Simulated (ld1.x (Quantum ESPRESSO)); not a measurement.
**Transferability test, TM semilocal potential for Bi**

- Element: bismuth (Bi)
- Generator: ld1.x (Quantum ESPRESSO) 7.5
- Type: norm-conserving Troullier–Martins (semilocal form)
- Functional: PBE
- Relativity: scalar-relativistic
- Frozen core: [Xe] 4f14
- Valence charge: 15
- Reference configuration: 5d10 6s2 6p2 (charge +1)
- Partial waves: 6s (bound): rc 1.45 bohr; 6p (bound): rc 1.85 bohr; 5d (bound): rc 1.60 bohr
- Local potential: the d channel
- Core correction: Bessel-smoothed model core inside 1.30 bohr

Energies are relative to the spin-unpolarised reference configuration 5d10 6s2 6p2; without spin polarisation the order of configurations can differ from experiment.

| valence configuration | charge | ΔE all-electron (eV) | error AE − PS (meV) |
| --- | --- | --- | --- |
| 5d10 6s2 6p3 | 0 | -7.913 | +6.5 |
| 5d10 6s2 6p1 | +2 | 15.247 | -4.6 |
| 5d10 6s2 6p0 | +3 | 38.590 | -17 |
| 5d10 6s2 6p2.5 | +0.5 | -4.816 | +2.9 |
| 5d10 6s1 6p3 | +1 | 10.818 | -3.1 |

**Question.** What are ΔE and the potential's error for 5d9 6s2 6p4?

**Answer.** ΔE = 16.295 eV all-electron; the error (AE − PS) is -64 meV.

**Question.** What are ΔE and the potential's error for 5d10 6s1 6p0?

**Answer.** ΔE = 83.995 eV all-electron; the error (AE − PS) is -24 meV.
